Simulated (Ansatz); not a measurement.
Relaxation of Al₂Cu₈ with RKS PBE-D4/def2-SVP.

```sh
$ ansatz run in.yaml --threads 6 --pin off --events-out ev --progress --plain --max-ram 7833MiB
```

```yaml
crystal:
  periodic: [false, false, false]
  atoms:
    - {symbol: Al, position_ang: [1.862680, -0.343990, -1.352420]}
    - {symbol: Al, position_ang: [-0.730910, -1.188280, -1.668810]}
    - {symbol: Cu, position_ang: [-0.038120, -1.941310, 1.374890]}
    - {symbol: Cu, position_ang: [-1.103140, 1.864050, -0.981070]}
    - {symbol: Cu, position_ang: [-2.319430, -1.728150, 0.589340]}
    - {symbol: Cu, position_ang: [3.271850, 1.296140, 0.626560]}
    - {symbol: Cu, position_ang: [-0.854520, 0.239730, 0.774370]}
    - {symbol: Cu, position_ang: [-2.879340, 0.267160, -0.639070]}
    - {symbol: Cu, position_ang: [1.089510, 1.838570, -0.021470]}
    - {symbol: Cu, position_ang: [1.701430, -0.303930, 1.297680]}
basis:
  gaussian: {orbitals: def2-SVP}
hamiltonian: {xc: pbe, dispersion: d4}
scf: {lower_state_search: "off"}
output: {orbitals: {seedname: orbitals}}
relax: {f_tol: 0.03, max_steps: 70}
```

Hardware: 6 threads of Intel Xeon on a shared host. Wall time 2 min, peak host memory 0.92 GiB.

Positions (Å) and forces (eV/Å) at steps 1, 2, 3, 4, 5, 6, 7, 10 of 10:

```xyz
10
step=1 energy=-370212.2641 eV
Al    1.863   -0.344   -1.352    0.454    0.992    1.469
Al   -0.731   -1.188   -1.669   -1.348    0.493    1.346
Cu   -0.038   -1.941    1.375   -0.094    0.328   -0.577
Cu   -1.103    1.864   -0.981    0.163   -0.637    0.008
Cu   -2.319   -1.728    0.589    0.476    0.088   -0.356
Cu    3.272    1.296    0.627   -0.239   -0.332   -0.451
Cu   -0.855    0.240    0.774    0.466   -0.194   -0.515
Cu   -2.879    0.267   -0.639    0.561   -0.167   -0.216
Cu    1.090    1.839   -0.021   -0.088   -0.722   -0.079
Cu    1.701   -0.304    1.298   -0.351    0.151   -0.628
10
step=2 energy=-370213.0149 eV
Al    1.902   -0.250   -1.212    0.144    0.460    0.702
Al   -0.848   -1.129   -1.524   -0.648    0.331    0.821
Cu   -0.028   -1.943    1.307   -0.008    0.162   -0.508
Cu   -1.080    1.812   -1.018    0.164   -0.485   -0.109
Cu   -2.296   -1.734    0.559    0.234    0.021   -0.197
Cu    3.266    1.259    0.568   -0.106   -0.227   -0.330
Cu   -0.824    0.226    0.739    0.333   -0.024   -0.182
Cu   -2.854    0.253   -0.663    0.252   -0.078   -0.123
Cu    1.081    1.805   -0.029   -0.115   -0.300    0.087
Cu    1.681   -0.300    1.272   -0.249    0.139   -0.160
10
step=3 energy=-370213.3605 eV
Al    1.906   -0.179   -1.094    0.008   -0.067   -0.096
Al   -0.944   -1.064   -1.367    0.106   -0.132   -0.238
Cu    0.002   -1.946    1.149    0.117   -0.003   -0.446
Cu   -1.020    1.696   -1.100    0.193   -0.307   -0.236
Cu   -2.281   -1.733    0.539   -0.132   -0.108    0.198
Cu    3.261    1.214    0.496    0.099   -0.036   -0.104
Cu   -0.791    0.232    0.734    0.070    0.219    0.335
Cu   -2.842    0.248   -0.668   -0.225    0.174    0.058
Cu    1.061    1.796    0.013   -0.126    0.175    0.218
Cu    1.648   -0.265    1.297   -0.110    0.085    0.310
10
step=4 energy=-370213.6038 eV
Al    1.882   -0.167   -1.053   -0.115   -0.046    0.010
Al   -0.973   -1.069   -1.351   -0.024   -0.141   -0.191
Cu    0.049   -1.943    0.961    0.132    0.110   -0.452
Cu   -0.942    1.566   -1.193    0.236   -0.339   -0.152
Cu   -2.298   -1.721    0.580   -0.022    0.005    0.141
Cu    3.266    1.198    0.470    0.051   -0.016   -0.045
Cu   -0.799    0.260    0.780   -0.028    0.137    0.243
Cu   -2.863    0.273   -0.633   -0.055    0.114    0.089
Cu    1.048    1.825    0.076   -0.091    0.132    0.144
Cu    1.630   -0.222    1.362   -0.083    0.046    0.213
10
step=5 energy=-370213.8329 eV
Al    1.827   -0.164   -1.011   -0.167    0.018    0.134
Al   -1.014   -1.094   -1.366   -0.198   -0.129   -0.126
Cu    0.101   -1.911    0.775    0.159    0.137   -0.348
Cu   -0.851    1.432   -1.263    0.245   -0.265   -0.088
Cu   -2.295   -1.703    0.618    0.063    0.059    0.073
Cu    3.263    1.183    0.452   -0.023   -0.034   -0.035
Cu   -0.812    0.290    0.833   -0.031    0.049    0.100
Cu   -2.863    0.298   -0.598    0.062    0.058    0.074
Cu    1.033    1.856    0.134   -0.049    0.058    0.099
Cu    1.611   -0.186    1.425   -0.061    0.049    0.116
10
step=6 energy=-370214.0514 eV
Al    1.697   -0.105   -0.948   -0.154    0.009    0.076
Al   -1.126   -1.178   -1.411   -0.157   -0.125   -0.111
Cu    0.160   -1.904    0.637    0.102    0.158   -0.267
Cu   -0.715    1.307   -1.340    0.227   -0.223   -0.019
Cu   -2.274   -1.674    0.668    0.098    0.064    0.036
Cu    3.235    1.163    0.431   -0.019   -0.039   -0.040
Cu   -0.764    0.288    0.818   -0.109    0.043    0.116
Cu   -2.821    0.340   -0.568    0.094    0.036    0.054
Cu    1.013    1.928    0.224   -0.038    0.010    0.089
Cu    1.594   -0.165    1.490   -0.046    0.067    0.066
10
step=7 energy=-370214.2030 eV
Al    1.610   -0.081   -0.899    0.059   -0.017    0.053
Al   -1.234   -1.252   -1.466   -0.118   -0.057   -0.072
Cu    0.216   -1.833    0.478    0.052    0.022   -0.089
Cu   -0.583    1.166   -1.369    0.000   -0.046   -0.052
Cu   -2.235   -1.652    0.692    0.069    0.017    0.028
Cu    3.217    1.133    0.394   -0.010   -0.035   -0.053
Cu   -0.779    0.318    0.874   -0.037    0.036    0.066
Cu   -2.777    0.365   -0.550    0.071    0.033    0.003
Cu    0.995    1.959    0.300   -0.034    0.001    0.078
Cu    1.569   -0.122    1.546   -0.051    0.045    0.038
10
step=10 energy=-370214.2307 eV
Al    1.656   -0.082   -0.877    0.024    0.007    0.002
Al   -1.353   -1.295   -1.505   -0.001    0.000   -0.002
Cu    0.243   -1.788    0.353   -0.003   -0.006   -0.001
Cu   -0.542    1.066   -1.396   -0.004    0.000   -0.005
Cu   -2.190   -1.633    0.726   -0.007   -0.001    0.002
Cu    3.210    1.144    0.424   -0.001   -0.004   -0.006
Cu   -0.784    0.342    0.910   -0.006    0.001    0.003
Cu   -2.750    0.399   -0.520   -0.007   -0.001    0.002
Cu    0.972    1.952    0.312    0.002    0.003    0.002
Cu    1.538   -0.105    1.573    0.004    0.002    0.003
```

The restricted singlet is unstable towards broken spin symmetry in Hartree–Fock (as tested in another run); at PBE-D4/def2-SVP this wasn't settled. The structure comes from a short search, and lower isomers may exist.
